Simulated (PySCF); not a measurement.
**Electric field gradients and quadrupole coupling constants**

Compound: C3H12N2OSi2.
Structure used (GFN2-xTB), in Å, numbered top down from 1:
```
atom  x, y, z in Å
C1    -2.7373   -0.8876   -0.2685
C2    -1.5470   -0.1059   -0.8151
C3    -1.6694    1.3833   -0.5125
O4    -0.3807   -0.6309   -0.2427
Si5    1.1372   -0.2752   -0.6265
N6     2.2191   -1.3592    0.1782
Si7    3.2062   -0.1273    0.8867
N8     1.9804    0.9457    0.2780
H9    -3.6596   -0.5414   -0.7272
H10   -2.6110   -1.9463   -0.4782
H11   -2.7991   -0.7529    0.8081
H12   -1.4891   -0.2440   -1.9059
H13   -0.8152    1.9112   -0.9281
H14   -1.6787    1.5369    0.5635
H15   -2.5842    1.7841   -0.9414
H16    1.3225   -0.1474   -2.0729
H17    2.3538   -2.3455    0.0752
H18    4.5023    0.0230    0.2294
H19    3.2716   -0.1563    2.3421
H20    1.9731    1.9462    0.2126
```

Field gradients from the PBE0/pcSseg-1 density (PySCF, non-relativistic), principal values in atomic units, ordered |Vxx| ≤ |Vyy| ≤ |Vzz|:

```
atom      Vxx      Vyy      Vzz
  O4  -0.5062  -1.0761   1.5823
  N6   0.2431   0.5162  -0.7594
  N8   0.2498   0.5155  -0.7653
```

Question: Find the asymmetry η = (Vxx − Vyy)/Vzz and the couplings χ = eQV/h (234.96 MHz × Q in barn × V in au), with Q(17O) = −0.0256 b, Q(14N) = 0.02044 b.

Answer: 
```
atom                      environment  nucleus     η  χzz (MHz)  χxx (MHz)  χyy (MHz)
  O4               silyl ether oxygen      17O  0.36      -9.52       3.04       6.47
  N6  nitrogen bridging silicon atoms      14N  0.36     -3.647      1.168      2.479
  N8  nitrogen bridging silicon atoms      14N  0.35     -3.676      1.200      2.476
```

Question: What is Vzz at N8 in SI units (1 au = 9.71736 × 10²¹ V/m²)?

Answer: -0.7653 au = -7.437 × 10²¹ V/m².

Were the hydrogens deuterons (Q(2H) = 0.00286 b), χzz would run from 107 kHz (H16) to 307 kHz (H17).

One conformer (not necessarily the lowest) at the GFN2-xTB geometry, without solvent, vibrations or thermal averaging. GFN2-xTB bond lengths can be off by several hundredths of an ångström, more for odd bonds, and the gradients follow them. A larger basis could move these couplings by a tenth or more.

These values come from a run that also computed NMR shieldings. Time: 58 s wall, 51 s CPU; peak memory 0.99 GiB. Hardware: Intel Xeon, one thread, shared host.
